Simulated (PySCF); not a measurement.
Zr(Me)2(H)2 (C₂H₈Zr), SMILES [CH3][ZrH2][CH3], multiplicity 1.

The structure is a stationary point at B3LYP-D3(BJ)/def2-SVP. The spin state was assumed, not searched. The def2 effective core potentials stand for the cores of Zr; spin–orbit coupling is left out.

Method: PBE/def2-TZVPD run with PySCF.

Symmetry labels are those of the subgroup C2v that the program uses (full group C2v).

Computed valence orbital energies around the gap with their symmetry:
| orbital | symmetry | energy (eV) |
|---|---|---|
| HOMO−7 | A1 | -9.93 |
| HOMO−6 | A2 | -9.78 |
| HOMO−5 | B2 | -9.74 |
| HOMO−4 | B1 | -9.59 |
| HOMO−3 | A1 | -7.22 |
| HOMO−2 | B2 | -6.61 |
| HOMO−1 | A1 | -6.56 |
| HOMO | B1 | -6.55 |
| LUMO | A1 | -2.60 |
| LUMO+1 | A2 | -2.49 |
| LUMO+2 | B2 | -1.58 |
| LUMO+3 | A1 | -1.50 |
